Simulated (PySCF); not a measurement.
Isomers of C10H10, one GFN2-xTB conformer each. Single-point energies are computed at PBE0/pcSseg-1 (PySCF, gas phase, no added dispersion term), electronic only.

**Question.** Rank them by PBE0/pcSseg-1 energy, lowest first (kJ/mol).
A. `[CH3:1][C:2]#[C:3][C:4]1=[CH:5][CH2:6][CH:7]=[CH:8][CH:9]=[CH:10]1` with C4–C5–C6–C7 71°, C5–C6–C7–C8 -71°, C7–C8–C9–C10 35°, C3–C4–C10–C9 143°
B. 1-methyl-1H-indene, `C[C@H]1C=Cc2ccccc21`
C. `[cH:1]1[cH:2][c:3]2[c:4]([cH:5][c:6]1[CH:7]1[CH2:8][CH2:9]1)[CH2:10]2` with C5–C6–C7–C8 35°
D. `[CH:1]#[C:2][CH2:3][C:4]1=[CH:5][C:6]2([CH:7]=[CH:8]1)[CH2:9][CH2:10]2` with C2–C3–C4–C5 125°
E. `[CH2:1]=[CH:2][c:3]1[cH:4][cH:5][c:6]2[c:7]([cH:8]1)[CH2:9][CH2:10]2` with C1–C2–C3–C4 176°
F. `[CH:1]#[C:2][c:3]1[cH:4][cH:5][cH:6][c:7]([CH2:8][CH3:9])[cH:10]1` with C6–C7–C8–C9 89°
G. `[CH:1]1=[CH:2][c:3]2[cH:4][cH:5][cH:6][cH:7][c:8]2[CH2:9][CH2:10]1` with C1–C2–C3–C4 -163°, C7–C8–C9–C10 147°, C8–C9–C10–C1 48°, C2–C1–C10–C9 -32°

**Answer.** G (0.0), B (11.8), E (142.0), F (166.3), A (285.3), C (321.4), D (351.2).

As drawn, the lowest has an aromatic ring, which the highest lacks; the highest has a three-membered ring, a C≡C bond and a quaternary carbon, which the lowest lacks. GFN2-xTB itself gives, in the same order: 0.0, 6.6, 124.1, 153.6, 263.9, 270.7, 284.8. Both levels put the same isomer lowest; measured from each level's own lowest isomer, the values differ by up to 66.4 kJ/mol (C#CCC1=CC2(C=C1)CC2: 284.8 against 351.2).

**Question.** Which frontier levels, dipoles and rotational constants go with these structures?

**Answer.** 
| SMILES | HOMO (eV, PBE0/pcSseg-1) | LUMO (eV) | dipole (D) | A, B, C (MHz) |
| --- | --- | --- | --- | --- |
| C1=Cc2ccccc2CC1 | -6.27 | -0.82 | 0.63 | 2951, 1196, 875.8 |
| C[C@H]1C=Cc2ccccc21 | -6.33 | -0.72 | 0.74 | 2628, 1266, 900.4 |
| C=Cc1ccc2c(c1)CC2 | -6.34 | -0.95 | 0.82 | 3354, 929.0, 734.3 |
| C#Cc1cccc(CC)c1 | -6.81 | -0.94 | 1.04 | 2450, 889.6, 690.1 |
| CC#CC1=CCC=CC=C1 | -6.33 | -0.93 | 0.45 | 3333, 718.2, 633.3 |
| c1cc2c(cc1C1CC1)C2 | -6.39 | -0.34 | 0.51 | 3495, 898.9, 761.2 |
| C#CCC1=CC2(C=C1)CC2 | -6.21 | -0.58 | 1.51 | 3864, 727.3, 695.4 |
